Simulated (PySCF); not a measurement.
Molecule: `C=CS(=O)(=O)C=C`, C4H6O2S.

Mapped SMILES: `[CH2:1]=[CH:2][S:3](=[O:4])(=[O:5])[CH:6]=[CH2:7]`. Hydrogens are named by the atom that carries them. Ha(C1), Ha(C7) are cis to S3; Hb(C1), Hb(C7) are trans to S3.

Geometry PBE0-D3(BJ)/def2-SVP throughout; GIAO in PySCF 2.14.0 with density-fitted response routines, gas phase, one conformer, non-relativistic; equivalent atoms averaged; functional PBE0.

For orientation, cc-pVTZ gives these shifts δ (against TMS, CS2, H2O at the same level): C2/C6 145.6, C1/C7 136.1, S3 291.8, O4/O5 185.1, Ha(C1)/Ha(C7) 6.90, H(C2)/H(C6) 6.58, Hb(C1)/Hb(C7) 6.27 ppm.

A run gave: C2/C6 117.7, C1/C7 107.9, S3 -61.2, O4/O5 103.7, Ha(C1)/Ha(C7) 6.12, H(C2)/H(C6) 6.07, Hb(C1)/Hb(C7) 5.91 ppm (shifts δ (against TMS, CS2, H2O at the same level)).

Which basis set was used in that run?
A. pcSseg-0
B. STO-3G
C. 6-31G
D. def2-SVP
E. pcSseg-1

Results:

B. S3 tells them apart best: STO-3G gives -61.2, 6-31G gives 222.5, pcSseg-0 gives 271.2, def2-SVP gives 278.1, pcSseg-1 gives 283.2 ppm.
